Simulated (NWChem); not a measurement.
System: SiHBr, singlet; SMILES [SiH]Br

The following NWChem deck was run.

```
start job
memory heap 200 mb stack 900 mb global 1100 mb
geometry units angstroms noautosym nocenter noautoz
  Si     0.100618    -1.579925     0.000000
  H     -1.442655    -1.747775     0.000000
  Br     0.017377     0.688758     0.000000
end
basis spherical
  Si library def2-svp
  H library def2-svp
  Br library def2-svp
end
dft
  xc xpbe96 cpbe96
  iterations 150
end
cosmo
  do_cosmo_smd true
  solvent water
end
task dft energy
```

NWChem printed, in part:

```
             Northwest Computational Chemistry Package (NWChem) 7.3.0
             --------------------------------------------------------

                             Geometry "geometry" -> ""
                             -------------------------

 Output coordinates in angstroms (scale by  1.889725989 to convert to a.u.)

  No.       Tag          Charge          X              Y              Z
 ---- ---------------- ---------- -------------- -------------- --------------
    1 Si                  14.0000     0.10061800    -1.57992500     0.00000000
    2 H                    1.0000    -1.44265500    -1.74777500     0.00000000
    3 Br                  35.0000     0.01737700     0.68875800     0.00000000

 Effective nuclear repulsion energy (a.u.)     125.5099222956

  pbe96 is a nonlocal functional; adding pw91lda local functional.

                                 NWChem DFT Module
                                 -----------------

 Summary of "ao basis" -> "ao basis" (spherical)
 ------------------------------------------------------------------------------
       Tag                 Description            Shells   Functions and Types
 ---------------- ------------------------------  ------  ---------------------
 Si                         def2-svp                 8       18   4s3p1d
 H                          def2-svp                 3        5   2s1p
 Br                         def2-svp                12       32   5s4p3d

 in cosmo_initialize ...
 calling solv_data for solv:h2o

 solvent parameters
 solvname_short: h2o
 solvname_long:  water
 dielec:       78.4000
 dielecinf:     1.7769
 aqueous SMD model solvent descriptors
 dielec:       78.4000
 sola:          0.8200

          ---------------
          -cosmo- solvent
          ---------------
 Cosmo: York-Karplus, doi: 10.1021/jp992097l
 dielectric constant -eps-     =  78.40
 screen = (eps-1)/(eps    )    =   0.98724
 surface charge correction     = lagrangian

   van der Waals surface
 --------------------------

 ---------- ATOMIC COORDINATES (A.U.) ------------ VDWR(ANG.) --
     1    0.19014045   -2.98562533    0.00000000     2.470
     2   -2.72622265   -3.30281584    0.00000000     1.200
     3    0.03283777    1.30156389    0.00000000     3.060
 number of segments per atom =        128
 number of   points per atom =        128
 atom (   nspa,  nppa )
 ----------------------
    1 (     80,     0 )       0
    2 (     30,     0 )       0
    3 (    104,     0 )       0
 number of -cosmo- surface points =      214
 molecular surface =    140.616 angstrom**2
 molecular volume  =    142.100 angstrom**3
 -lineq- algorithm             =   0
 -bem- low  level              =   3
 -bem- from -octahedral-
 gaussian surface charge width =   4.50000
 degree of switching           =   1.00000
 switching function tolerance  =   0.00010
 atomic radii =
 --------------
    1 14.000  2.470
    2  1.000  1.200
    3 35.000  3.060
 ...... end of -cosmo- initialization ......

 nat:                     3
 ixmem:                   608
 calling mnsol_interface()
 G(SMD-CDS) energy (kcal/mol)  =     0.196
 SMD-CDS SASA (angstrom**2)    =   108.898

            General Information
            -------------------
          SCF calculation type: DFT
          Wavefunction type:  closed shell.
          No. of atoms     :     3
          No. of electrons :    50
           Alpha electrons :    25
            Beta electrons :    25
          Charge           :     0
          Spin multiplicity:     1
          Use of symmetry is: off; symmetry adaption is: off
          Maximum number of iterations: 150
          AO basis - number of functions:    55
                     number of shells:    23
          Convergence on energy requested:  1.00D-06
          Convergence on density requested:  1.00D-05
          Convergence on gradient requested:  5.00D-04

              XC Information
              --------------
          PerdewBurkeErnzerhof Exchange Functional  1.000
            Perdew 1991 LDA Correlation Functional  1.000 local
           PerdewBurkeErnz. Correlation Functional  1.000 non-local

             Grid Information
             ----------------
          Grid used for XC integration:  medium
          Radial quadrature: Mura-Knowles
          Angular quadrature: Lebedev.
          Tag              B.-S. Rad. Rad. Pts. Rad. Cut. Ang. Pts.
          ---              ---------- --------- --------- ---------
          Si                  1.10       88           8.0       590
          H                   0.35       45           8.0       434
          Br                  1.15      112           9.0       590
          Grid pruning is: on
          Number of quadrature shells:   245
          Spatial weights used:  Erf1

      Superposition of Atomic Density Guess
      -------------------------------------

 Sum of atomic energies:       -2861.32363187

      Non-variational initial energy
      ------------------------------

 Total energy =   -2861.462774
 1-e energy   =   -4233.211964
 2-e energy   =    1246.239268
 HOMO         =      -0.228511
 LUMO         =      -0.065350

   convergence    iter        energy       DeltaE   RMS-Dens  Diis-err
 ---------------- ----- ----------------- --------- --------- ---------
     COSMO gas phase
 d= 0,ls=0.0,diis     1  -2863.2518240641 -2.99D+03  2.51D-02  3.45D-01
 d= 0,ls=0.0,diis     2  -2863.0946451490  1.57D-01  2.18D-02  1.12D+00
 d= 0,ls=0.0,diis     3  -2863.2798912141 -1.85D-01  6.86D-03  5.92D-02
 d= 0,ls=0.0,diis     4  -2863.2918806026 -1.20D-02  1.98D-03  4.62D-03
 d= 0,ls=0.0,diis     5  -2863.2925951736 -7.15D-04  5.64D-04  6.98D-04
  Resetting Diis
 d= 0,ls=0.0,diis     6  -2863.2927294768 -1.34D-04  5.67D-05  5.04D-06
 d= 0,ls=0.0,diis     7  -2863.2927304311 -9.54D-07  1.76D-05  3.16D-07
 d= 0,ls=0.0,diis     8  -2863.2927304287  2.47D-09  1.01D-05  3.29D-07
 d= 0,ls=0.0,diis     9  -2863.2927304770 -4.84D-08  1.93D-06  6.23D-09

   convergence    iter        energy       DeltaE   RMS-Dens  Diis-err
 ---------------- ----- ----------------- --------- --------- ---------
     COSMO solvation phase
 d= 0,ls=0.0,diis     1  -2863.2941045495 -1.37D-03  1.57D-03  3.05D-04
 d= 0,ls=0.0,diis     2  -2863.2940892714  1.53D-05  6.07D-04  7.48D-04
 d= 0,ls=0.0,diis     3  -2863.2942544981 -1.65D-04  9.32D-05  2.47D-05
 d= 0,ls=0.0,diis     4  -2863.2942565557 -2.06D-06  2.17D-05  2.60D-06
 d= 0,ls=0.0,diis     5  -2863.2942567381 -1.82D-07  4.07D-06  1.88D-08

         Total DFT energy =    -2863.294256738131
      One electron energy =    -4233.433961126632
           Coulomb energy =     1356.659070457759
    Exchange-Corr. energy =     -111.999025939290
 Nuclear repulsion energy =      125.509922295553

             COSMO energy =       -0.030262425520

 Numeric. integr. density =       50.000004973614

                                COSMO-SMD solvation results
                                ---------------------------

             internal energy in gas <Psi(g)|H|Psi(g)> =     -2863.292730477014
         internal energy in solvent <Psi(s)|H|Psi(s)> =     -2863.292551009557
                               delta internal energy  =         0.000179467458 (    0.11 kcal/mol)
   total free energy in solvent <Psi(s)|H+V/2|Psi(s)> =     -2863.294569500173
 polarization energy contribution <Psi(s)|V/2|Psi(s)> =        -0.002018490616 (   -1.27 kcal/mol)
    total free energy in solvent including G(SMD-CDS) =     -2863.294256738131
                       G(SMD-CDS) energy contribution =         0.000312762042 (    0.20 kcal/mol)
     1 M fixed-concentration free energy of solvation =        -0.001526261117 (   -0.96 kcal/mol)

                       DFT Final Molecular Orbital Analysis
                       ------------------------------------

 Vector   23  Occ=2.000000D+00  E=-2.846143D-01
              MO Center=  2.5D-02,  4.4D-01, -8.7D-09, r^2= 1.8D+00
   Bfn.  Coefficient  Atom+Function         Bfn.  Coefficient  Atom+Function
  ----- ------------  ---------------      ----- ------------  ---------------
    40      0.558918  3 Br pz                37      0.503378  3 Br pz
    34     -0.335959  3 Br pz                13      0.146867  1 Si pz
    10      0.127596  1 Si pz                31      0.109329  3 Br pz
     7     -0.069287  1 Si pz                15      0.047541  1 Si d -1
    52     -0.032360  3 Br d -1

 Vector   24  Occ=2.000000D+00  E=-2.766443D-01
              MO Center=  1.3D-01,  8.9D-02,  8.1D-09, r^2= 2.6D+00
   Bfn.  Coefficient  Atom+Function         Bfn.  Coefficient  Atom+Function
  ----- ------------  ---------------      ----- ------------  ---------------
    38      0.471817  3 Br px                35      0.422082  3 Br px
    32     -0.282020  3 Br px                 3      0.240472  1 Si s
    39      0.229243  3 Br py                36      0.217394  3 Br py
     4      0.165250  1 Si s                 33     -0.142331  3 Br py
     2      0.141069  1 Si s                  9     -0.125877  1 Si py

 Vector   25  Occ=2.000000D+00  E=-2.123410D-01
              MO Center=  3.8D-02, -1.1D+00, -8.8D-10, r^2= 3.5D+00
   Bfn.  Coefficient  Atom+Function         Bfn.  Coefficient  Atom+Function
  ----- ------------  ---------------      ----- ------------  ---------------
     3      0.356474  1 Si s                 38     -0.352399  3 Br px
     4      0.336644  1 Si s                 35     -0.287981  3 Br px
    19     -0.269108  2 H  s                  8      0.259633  1 Si px
    11      0.246506  1 Si px                20     -0.242256  2 H  s
     2      0.206398  1 Si s                 32      0.190055  3 Br px

 Vector   26  Occ=0.000000D+00  E=-1.362723D-01
              MO Center=  7.4D-02, -1.3D+00,  1.7D-09, r^2= 2.9D+00
   Bfn.  Coefficient  Atom+Function         Bfn.  Coefficient  Atom+Function
  ----- ------------  ---------------      ----- ------------  ---------------
    13      0.661595  1 Si pz                10      0.445321  1 Si pz
    40     -0.289438  3 Br pz                 7     -0.226801  1 Si pz
    37     -0.205476  3 Br pz                34      0.133871  3 Br pz
    52     -0.048855  3 Br d -1              31     -0.043374  3 Br pz

 Vector   27  Occ=0.000000D+00  E=-3.353681D-02
              MO Center=  1.1D-01, -1.3D+00, -1.2D-10, r^2= 3.8D+00
   Bfn.  Coefficient  Atom+Function         Bfn.  Coefficient  Atom+Function
  ----- ------------  ---------------      ----- ------------  ---------------
    12      0.947283  1 Si py                39      0.623358  3 Br py
    28     -0.394571  3 Br s                  9      0.370567  1 Si py
    27     -0.282424  3 Br s                 36      0.258318  3 Br py
     3      0.234643  1 Si s                 11      0.204337  1 Si px
     6     -0.188283  1 Si py                33     -0.174619  3 Br py

 Vector   28  Occ=0.000000D+00  E= 2.804074D-02
              MO Center= -3.3D-01, -1.5D+00, -3.2D-10, r^2= 3.8D+00
   Bfn.  Coefficient  Atom+Function         Bfn.  Coefficient  Atom+Function
  ----- ------------  ---------------      ----- ------------  ---------------
    20      1.411326  2 H  s                 11      1.166719  1 Si px
     4     -0.609391  1 Si s                  3     -0.596594  1 Si s
     8      0.267103  1 Si px                39     -0.256952  3 Br py
    19      0.241984  2 H  s                  2     -0.223942  1 Si s
    28      0.205935  3 Br s                 38     -0.157011  3 Br px

     Multipole analysis of the density
     ---------------------------------

     L   x y z        total         alpha         beta         nuclear
     -   - - -        -----         -----         ----         -------
     0   0 0 0     -0.000000    -25.000000    -25.000000     50.000000

     1   1 0 0     -0.128863     -0.606964     -0.606964      1.085066
     1   0 1 0     -0.425006     -0.439086     -0.439086      0.453166
     1   0 0 1      0.000000      0.000000      0.000000      0.000000

     2   2 0 0    -25.592694    -16.784436    -16.784436      7.976179
     2   1 1 0      0.770679     -0.890907     -0.890907      2.552493
     2   1 0 1      0.000000      0.000000      0.000000      0.000000
     2   0 2 0    -22.894243   -108.945328   -108.945328    194.996413
     2   0 1 1     -0.000000     -0.000000     -0.000000      0.000000
     2   0 0 2    -22.233246    -11.116623    -11.116623      0.000000
```

Level: PBE/def2-SVP, SMD on the gas-phase geometry. Low-valent species are run as closed-shell singlets; no triplet was tried in these runs. Geometry: optimised at PBE-D3(BJ)/def2-SVP. Solvent: water.
